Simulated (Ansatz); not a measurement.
Born–Oppenheimer molecular dynamics of H3Sb + N2 (6 atoms, charge 0, multiplicity 1). It starts from a relaxed structure.

The calculation used Ansatz, RKS PBE0/def2-SVP.

```
ensemble        : NVT, Langevin thermostat
time step       : 0.5 fs
steps asked     : 150
set temperature : 300 K
friction        : 0.001 /fs
seed            : 57035
```

First frame:

```xyz
6
Properties=species:S:1:pos:R:3
N 0.549 0.930 -2.153
N 1.175 0.953 -3.054
Sb -1.027 -0.135 1.058
H -0.935 -0.994 2.542
H 0.463 0.651 1.377
H -0.225 -1.405 0.231
```

(1) How far do the bonds stretch over the last three quarters of this one trajectory? (Pairs bonded in most of those frames.)

Answers

(1) 
| bond | mean (Å) | spread (Å) | shortest | longest |
| --- | --- | --- | --- | --- |
| N1–N2 | 1.098 | 0.006 | 1.09 | 1.11 |
| Sb3–H4 | 1.719 | 0.015 | 1.69 | 1.75 |
| Sb3–H5 | 1.718 | 0.009 | 1.70 | 1.74 |
| Sb3–H6 | 1.740 | 0.083 | 1.61 | 1.85 |

Mean temperature of the second half: 151 K. The mean temperature of the second half is 50 % below the set value. A run of 0.075 ps of so small a system gives no equilibrium averages.

The run took 5.7 min on 1 thread of Intel(R) Xeon(R) Processor @ 2.70GHz, with other jobs on the host, peak memory 0.12 GiB.
